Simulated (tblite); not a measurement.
C₅H₁₁AlF₃P.
Numbering: `[CH3:1][CH2:2][C@@H:3]1[CH2:4][P@@+:5]1([AlH3-:6])[C:7]([F:8])([F:9])[F:10]` (hydrogens: H11, H12, H13 on C1; H14, H15 on C2; H16 on C3; H17, H18 on C4; H19, H20, H21 on Al6)

Computed with GFN2-xTB (tblite), gas phase: L-BFGS steps from a force-field or distance-geometry start until the largest atomic force falls under 0.01 eV/Å.

Step 218: E = -927.8581 eV
```
atom  x, y, z in Å  |  force x, y, z in eV/Å
C1      2.3399    0.6413   -0.5259   -0.048  -0.035   0.060
C2      1.6399   -0.3349    0.4138   -0.031   0.029  -0.042
C3      0.2296    0.1168    0.7274    0.039  -0.009  -0.020
C4     -0.7796   -0.8164    1.3229   -0.044  -0.017  -0.002
P5     -1.2492   -0.1917   -0.3369    0.155  -0.006   0.149
Al6    -2.3050    2.0073    0.3018    0.070   0.043  -0.042
C7     -0.6978   -1.6342   -1.4535    0.005  -0.027  -0.011
F8      0.1992   -1.2448   -2.3677   -0.017  -0.020   0.045
F9     -1.7770   -2.0631   -2.1192    0.003  -0.001  -0.024
F10    -0.1839   -2.7035   -0.8307   -0.001   0.075  -0.009
H11     1.8202    0.7009   -1.4774   -0.066  -0.010  -0.043
H12     2.3590    1.6297   -0.0790    0.017   0.103  -0.009
H13     3.3603    0.3258   -0.7135    0.062  -0.037   0.005
H14     2.1923   -0.3800    1.3600   -0.060  -0.012  -0.057
H15     1.6454   -1.3386   -0.0171   -0.011   0.042   0.029
H16     0.1908    1.1394    1.1202   -0.017  -0.083  -0.034
H17    -0.5152   -1.8652    1.4092   -0.022   0.053  -0.011
H18    -1.3948   -0.4392    2.1325    0.011  -0.052  -0.007
H19    -1.3140    2.8816   -0.5553   -0.044  -0.072   0.075
H20    -3.7606    1.7019   -0.1563   -0.008   0.009  -0.037
H21    -2.0087    1.8838    1.8440    0.006   0.028  -0.016
```

Step 219: E = -927.8608 eV
```
atom  x, y, z in Å  |  force x, y, z in eV/Å
C1      2.3205    0.6599   -0.5315    0.007   0.050   0.011
C2      1.6280   -0.3170    0.4119   -0.023   0.027  -0.040
C3      0.2101    0.1192    0.7124    0.050  -0.050   0.004
C4     -0.7865   -0.8233    1.3156   -0.033  -0.015   0.019
P5     -1.2682   -0.2139   -0.3429    0.153  -0.003   0.082
Al6    -2.2534    2.0075    0.3229    0.045   0.034  -0.055
C7     -0.7073   -1.6588   -1.4530   -0.016   0.000  -0.018
F8      0.1749   -1.2635   -2.3782    0.014  -0.014   0.042
F9     -1.7862   -2.1056   -2.1077   -0.002  -0.010  -0.010
F10    -0.1743   -2.7160   -0.8267    0.004   0.071  -0.009
H11     1.8119    0.6973   -1.4938   -0.009  -0.012   0.054
H12     2.3150    1.6566   -0.0951    0.003   0.009  -0.063
H13     3.3533    0.3645   -0.6992   -0.027  -0.022   0.004
H14     2.1746   -0.3453    1.3628   -0.070  -0.010  -0.071
H15     1.6523   -1.3253   -0.0086   -0.029   0.050   0.024
H16     0.1564    1.1452    1.0972   -0.010  -0.091  -0.024
H17    -0.5107   -1.8686    1.4021   -0.008   0.037   0.007
H18    -1.4027   -0.4512    2.1256   -0.003  -0.048   0.017
H19    -1.1989    2.8533   -0.4928   -0.074  -0.072   0.089
H20    -3.7005    1.7452   -0.1987    0.028   0.031  -0.012
H21    -2.0175    1.8567    1.8769    0.001   0.041  -0.053
```

Step 220: E = -927.8626 eV
```
atom  x, y, z in Å  |  force x, y, z in eV/Å
C1      2.3218    0.6551   -0.5297    0.030   0.076  -0.027
C2      1.6325   -0.3199    0.4170    0.003   0.015  -0.020
C3      0.2168    0.1154    0.7195    0.039  -0.042   0.032
C4     -0.7869   -0.8248    1.3163   -0.015  -0.018   0.037
P5     -1.2567   -0.2035   -0.3379    0.059  -0.009  -0.015
Al6    -2.2585    2.0087    0.3164    0.012  -0.011  -0.023
C7     -0.7078   -1.6472   -1.4542   -0.041   0.001  -0.011
F8      0.1687   -1.2521   -2.3831    0.042   0.003   0.010
F9     -1.7912   -2.0919   -2.1038   -0.004  -0.005  -0.003
F10    -0.1728   -2.7056   -0.8336    0.017   0.034   0.011
H11     1.8095    0.6863   -1.4918    0.026  -0.003   0.088
H12     2.3174    1.6562   -0.0988   -0.006  -0.050  -0.075
H13     3.3558    0.3591   -0.6971   -0.068  -0.006  -0.002
H14     2.1799   -0.3470    1.3661   -0.041  -0.001  -0.034
H15     1.6575   -1.3293    0.0014   -0.033   0.033  -0.003
H16     0.1634    1.1379    1.1089    0.000  -0.044  -0.006
H17    -0.5190   -1.8715    1.3938    0.008   0.000   0.020
H18    -1.4013   -0.4568    2.1291   -0.009  -0.031   0.021
H19    -1.2315    2.8507   -0.5112    0.022   0.004   0.026
H20    -3.6983    1.7207   -0.1920   -0.050   0.022  -0.029
H21    -2.0081    1.8763    1.8639    0.008   0.030   0.005
```

Step 221: E = -927.8640 eV
```
atom  x, y, z in Å  |  force x, y, z in eV/Å
C1      2.3150    0.6675   -0.5259   -0.014   0.018   0.009
C2      1.6261   -0.3151    0.4137    0.010   0.018  -0.024
C3      0.2084    0.1119    0.7142    0.004  -0.049   0.049
C4     -0.7930   -0.8295    1.3174    0.024  -0.009   0.003
P5     -1.2627   -0.2180   -0.3405    0.011  -0.005  -0.028
Al6    -2.2378    2.0118    0.3193   -0.029  -0.025  -0.052
C7     -0.7070   -1.6617   -1.4554   -0.052  -0.023  -0.014
F8      0.1579   -1.2541   -2.3902    0.024  -0.012   0.012
F9     -1.7894   -2.1247   -2.0968    0.053   0.025   0.028
F10    -0.1515   -2.7113   -0.8363   -0.006   0.062   0.000
H11     1.7944    0.7137   -1.4795   -0.022  -0.004  -0.010
H12     2.3225    1.6614   -0.0860   -0.017   0.033  -0.021
H13     3.3427    0.3676   -0.7080    0.013  -0.040  -0.004
H14     2.1704   -0.3463    1.3627   -0.015   0.005   0.010
H15     1.6561   -1.3219   -0.0057   -0.030   0.010  -0.026
H16     0.1475    1.1366    1.0962    0.011  -0.031   0.011
H17    -0.5207   -1.8748    1.4013    0.008   0.004   0.015
H18    -1.4097   -0.4593    2.1273   -0.005  -0.027   0.022
H19    -1.1888    2.8318   -0.5040    0.015   0.005   0.023
H20    -3.6854    1.7501   -0.1919   -0.004   0.023  -0.028
H21    -2.0040    1.8812    1.8674    0.020   0.024   0.024
```

**Question.** Estimate the geometry and energy of step 222. (The exact step hangs on the optimiser's Hessian estimate; all steps are aligned on step 221, rigid shifts and turns removed.)

**Answer.** E = -927.8653 eV, largest force 0.066 eV/Å
```
atom  x, y, z in Å  |  force x, y, z in eV/Å
C1      2.3165    0.6619   -0.5330   -0.014   0.002  -0.005
C2      1.6280   -0.3136    0.4143    0.009   0.009  -0.002
C3      0.2114    0.1137    0.7158   -0.015  -0.032   0.056
C4     -0.7905   -0.8260    1.3208    0.018  -0.011  -0.007
P5     -1.2591   -0.2142   -0.3386   -0.011  -0.002  -0.008
Al6    -2.2448    2.0082    0.3222   -0.030  -0.011  -0.035
C7     -0.7061   -1.6566   -1.4554   -0.032  -0.006  -0.003
F8      0.1580   -1.2480   -2.3906    0.023   0.000  -0.004
F9     -1.7878   -2.1208   -2.0943    0.017   0.020   0.001
F10    -0.1482   -2.7051   -0.8391    0.014   0.022   0.033
H11     1.7951    0.6962   -1.4871   -0.010   0.007  -0.001
H12     2.3215    1.6609   -0.1036   -0.006   0.009  -0.026
H13     3.3444    0.3581   -0.7123   -0.011  -0.013   0.004
H14     2.1719   -0.3400    1.3638   -0.001   0.005   0.003
H15     1.6549   -1.3228    0.0009   -0.016   0.003  -0.027
H16     0.1500    1.1383    1.0969    0.012  -0.014   0.019
H17    -0.5193   -1.8716    1.4039    0.011  -0.003   0.013
H18    -1.4058   -0.4564    2.1331    0.006  -0.029  -0.007
H19    -1.1795    2.8362   -0.4780   -0.010  -0.010   0.036
H20    -3.6864    1.7521   -0.2179    0.029   0.029  -0.011
H21    -2.0332    1.8666    1.8777    0.016   0.025  -0.028
```

The energy changes by -0.0013 eV. The first-order estimate −F·Δx gives -0.0021 eV and the mean of the old and new forces, exact on a quadratic surface, -0.0013 eV. The step makes an angle of 80° with the force vector and moves no atom by more than 0.034 Å.
